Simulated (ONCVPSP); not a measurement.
# Which change was made? (V, ONCV)

| Quantity | Value |
| --- | --- |
| Element | vanadium (V) |
| Generator | ONCVPSP 4.0.1 |
| Type | optimised norm-conserving Vanderbilt (ONCV) |
| Functional | PBEsol |
| Relativity | scalar-relativistic |
| Frozen core | [Ne] |
| Valence charge | 13 |
| Reference configuration | 3s2 3p6 3d3 4s1.5 4p0.5 |
| Partial waves | 3s+4s: rc 1.80 bohr, ncon 4, nbas 7, qcut 6.7 1/bohr, 3 projectors, debl 3.1 Ha; 3p+4p: rc 2.05 bohr, ncon 4, nbas 7, qcut 7.5 1/bohr, 2 projectors; 3d: rc 1.65 bohr, ncon 4, nbas 9, qcut 8.9 1/bohr, 2 projectors, debl 0.7 Ha |
| Local potential | polynomial inside 1.65 bohr (lpopt 2, dvloc0 1 Ha) |
| Core correction | none |

Cutoffs, loose and tight: the cutoffs (Ha) at which the residual kinetic energy of the hardest occupied pseudo-wave falls to 1 and 0.1 mHa per electron. They do not see the model core or the augmentation charge, which bear on the density cutoff. Test errors are all-electron minus pseudo excitation energies from the reference, over the configurations 3s2 3p6 3d3 4s2 4p0; 3s2 3p6 3d3 4s1 4p0; 3s2 3p6 3d3 4s0 4p0; 3s2 3p6 3d3 4s0 4p2; variants that change the core or the reference have their own tests.

The base gives: outcome: generated; cutoff, loose: 32 Ha; cutoff, tight: 36 Ha; bound ghosts: none; GHOST(+) flags above zero: none; largest test error (meV): -0.3.

Problem. After one change the result is: outcome: generated; cutoff, loose: 107 Ha; cutoff, tight: 125 Ha; bound ghosts: none; GHOST(+) flags above zero: none; largest test error (meV): -1.0. Which change was it?
A. s: qcut 4.4; p: qcut 4.9; d: qcut 5.8
B. s: qcut 5.7; p: qcut 6.4; d: qcut 7.6
C. s: qcut 8.3; p: qcut 9.3; d: qcut 11

Solution. A. The others give: s: qcut 8.3; p: qcut 9.3; d: qcut 11 → outcome: generated; cutoff, loose: 40 Ha; cutoff, tight: 46 Ha; bound ghosts: none; GHOST(+) flags above zero: none; largest test error (meV): -0.3 | s: qcut 5.7; p: qcut 6.4; d: qcut 7.6 → outcome: generated; cutoff, loose: 27 Ha; cutoff, tight: 73 Ha; bound ghosts: none; GHOST(+) flags above zero: none; largest test error (meV): -0.5.
